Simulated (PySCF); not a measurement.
# Electron correlation in Au (gold, neutral)

[Xe] 4f14 5d10 6s1, 2S determinant. All numbers are calculated (PySCF 2.14, the spin-free X2C one-electron Hamiltonian (Gaussian nucleus), in ANO-RCC-VTZP (8s7p5d3f1g, 84 functions)). Frozen: [Xe] 4f14; 11 electrons correlated.

```json
{"level": "CCSD", "correlation energy (mhartree)": "-339.40"}
{"level": "(T)", "correlation energy (mhartree)": "-15.10"}
{"level": "CCSD(T)", "correlation energy (mhartree)": "-354.50"}
```

Diagnostics: T1 = 0.015, D1 = 0.0618, largest double amplitude 0.023.

Is a single reference adequate?

Yes, within this model without spin-orbit coupling: T1 lies below 0.03 and no double amplitude reaches 0.07.
